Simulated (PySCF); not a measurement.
# HfB at ROHF-MP2

Level: ROHF-MP2. PySCF, scalar-relativistic core potentials, basis sets Hf def2-TZVPP with ECP60, B def2-TZVPP.

For HfB, the state is quartet, unpaired electrons σ ↑, π ↑↑, the bond length is 2.137 Å and the harmonic wavenumber is 645 cm⁻¹. The force constant is 2.55 mdyn/Å and the rotational constant Be is 0.3557 cm⁻¹. The anharmonicity ωexe is 1.34 cm⁻¹ and the vibration–rotation constant αe is 0.00160 cm⁻¹.

Correlated steps freeze 1 core orbital. Spin–orbit coupling is left out, which matters for elements this heavy, above all for dissociation energies. With d or f electrons several states lie close, and the lowest PBE0 determinant need not be the measured ground state.
